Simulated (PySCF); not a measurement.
## Electron correlation in Ni²⁺ (nickel, charge +2)

[Ar] 3d7 4p1, one real determinant (an excited configuration). Computed with PySCF 2.14 in x2c-TZVPPall (6s5p4d2f1g, 64 functions), with the spin-free X2C one-electron Hamiltonian (Gaussian nucleus). Frozen: [Ne]; 16 electrons correlated.

```csv
level,correlation energy (mhartree)
CCSD,-492.57
(T),-7.54
CCSD(T),-500.11
```

Diagnostics: T1 = 0.0089, D1 = 0.0309, largest double amplitude 0.029.

Problem. Is a single reference adequate?

Solution. Yes: T1 lies below 0.03 and no double amplitude reaches 0.07.

The reference is one real determinant that mixes LS terms of this configuration.

This basis was not built for core-valence correlation, so the inner-shell part is incomplete.
